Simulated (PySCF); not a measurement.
Can point charges reproduce the dipole moment of `O([SiH2]O)C1[C@H](C=1CC=C)F`?

Coordinates (GFN2-xTB, Å) and charges (e) from the PBE0/pcSseg-1 density (PySCF):

```json
{"atom": "C1", "x": "-3.712", "y": "0.332", "z": "0.824", "Mulliken": "-0.1418", "IAO": "-0.3177", "Hirshfeld": "-0.1021", "ESP-fitted": "-0.5182"}
{"atom": "C2", "x": "-2.492", "y": "0.833", "z": "0.846", "Mulliken": "-0.2281", "IAO": "-0.1228", "Hirshfeld": "-0.0337", "ESP-fitted": "+0.0067"}
{"atom": "C3", "x": "-1.633", "y": "1.008", "z": "-0.374", "Mulliken": "-0.1302", "IAO": "-0.2778", "Hirshfeld": "-0.0599", "ESP-fitted": "-0.3024"}
{"atom": "C4", "x": "-0.458", "y": "0.116", "z": "-0.288", "Mulliken": "-0.1042", "IAO": "-0.0560", "Hirshfeld": "-0.0212", "ESP-fitted": "+0.0980"}
{"atom": "C5", "x": "0.830", "y": "-0.125", "z": "-0.273", "Mulliken": "+0.2129", "IAO": "+0.1817", "Hirshfeld": "+0.0600", "ESP-fitted": "+0.0086"}
{"atom": "O6", "x": "2.075", "y": "0.263", "z": "-0.382", "Mulliken": "-0.5887", "IAO": "-0.5600", "Hirshfeld": "-0.1859", "ESP-fitted": "-0.3318"}
{"atom": "Si7", "x": "3.463", "y": "-0.581", "z": "-0.070", "Mulliken": "+0.9533", "IAO": "+1.2434", "Hirshfeld": "+0.4776", "ESP-fitted": "+0.8410"}
{"atom": "O8", "x": "4.631", "y": "0.439", "z": "-0.513", "Mulliken": "-0.5411", "IAO": "-0.7913", "Hirshfeld": "-0.3064", "ESP-fitted": "-0.7039"}
{"atom": "C9", "x": "-0.042", "y": "-1.292", "z": "-0.025", "Mulliken": "+0.2029", "IAO": "+0.1119", "Hirshfeld": "+0.0129", "ESP-fitted": "+0.0751"}
{"atom": "F10", "x": "-0.119", "y": "-1.781", "z": "1.281", "Mulliken": "-0.3478", "IAO": "-0.3536", "Hirshfeld": "-0.1626", "ESP-fitted": "-0.2554"}
{"atom": "H11", "x": "-4.184", "y": "0.026", "z": "-0.095", "Mulliken": "+0.1076", "IAO": "+0.1431", "Hirshfeld": "+0.0445", "ESP-fitted": "+0.2210"}
{"atom": "H12", "x": "-4.291", "y": "0.206", "z": "1.722", "Mulliken": "+0.1194", "IAO": "+0.1549", "Hirshfeld": "+0.0485", "ESP-fitted": "+0.1926"}
{"atom": "H13", "x": "-2.029", "y": "1.122", "z": "1.780", "Mulliken": "+0.1116", "IAO": "+0.1498", "Hirshfeld": "+0.0469", "ESP-fitted": "+0.1291"}
{"atom": "H14", "x": "-1.287", "y": "2.043", "z": "-0.450", "Mulliken": "+0.1414", "IAO": "+0.1620", "Hirshfeld": "+0.0533", "ESP-fitted": "+0.1456"}
{"atom": "H15", "x": "-2.210", "y": "0.761", "z": "-1.270", "Mulliken": "+0.1357", "IAO": "+0.1553", "Hirshfeld": "+0.0519", "ESP-fitted": "+0.1227"}
{"atom": "H16", "x": "3.590", "y": "-1.721", "z": "-0.961", "Mulliken": "-0.1286", "IAO": "-0.1562", "Hirshfeld": "-0.0725", "ESP-fitted": "-0.1157"}
{"atom": "H17", "x": "3.496", "y": "-0.891", "z": "1.354", "Mulliken": "-0.1241", "IAO": "-0.1673", "Hirshfeld": "-0.0761", "ESP-fitted": "-0.1250"}
{"atom": "H18", "x": "4.551", "y": "1.382", "z": "-0.396", "Mulliken": "+0.2533", "IAO": "+0.3738", "Hirshfeld": "+0.1868", "ESP-fitted": "+0.4410"}
{"atom": "H19", "x": "-0.190", "y": "-2.130", "z": "-0.698", "Mulliken": "+0.0964", "IAO": "+0.1268", "Hirshfeld": "+0.0381", "ESP-fitted": "+0.0710"}
```

Question: Form Σ q r in debye for every column and set it beside the full dipole.

Answer: The full density gives (0.16, 1.73, -0.97) D, 1.99 D in size; dipole vectors point from the negative to the positive end.

```tsv
scheme	μx	μy	μz	size (D)	share of the full size (%)	angle to the full dipole (°)
Mulliken	-1.41	0.12	-1.72	2.23	112	68
IAO	0.21	0.33	-1.35	1.41	71	47
Hirshfeld	0.63	1.26	-0.84	1.64	83	19
ESP-fitted	0.11	1.74	-0.97	2.00	100	1
```

Question: Which set comes closest?

Answer: Length of the difference vector: ESP-fitted 0.05 D, Hirshfeld 0.68 D, IAO 1.45 D, Mulliken 2.37 D. Closest: ESP-fitted. 

Question: What is left for the Hirshfeld atoms' own dipoles?

Answer: The shares of the density sum to the whole, so what Σ q r misses lies in dipoles about the nuclei. The atomic dipoles sum to (0.16, 1.73, -0.97) − (0.63, 1.26, -0.84) = (-0.47, 0.47, -0.13) D, 0.68 D in size.

Question: With the origin at the mean of the coordinates, (-0.001, 0.000, 0.106) Å, which are the largest single terms, by size, of the Mulliken dipole along the direction of the full one?

Answer: F10 +3.56, O8 -2.74, H18 +2.20, O6 -1.79, H14 +1.32 D; all 19 atoms together +0.83 D. The single terms depend on the origin, their sum doesn't.

Question: Give the size of the full dipole in other units.

Answer: 1.99 D = 0.782 au = 0.414 e·Å = 6.63 × 10⁻³⁰ C·m.

Geometry: GFN2-xTB, one conformer, isolated molecule.

The run behind these numbers computed NMR shieldings as well. On Arm Neoverse V1, one thread, no GPU (shared host), this took 53 s of wall time and 0.99 GiB of memory at its peak.
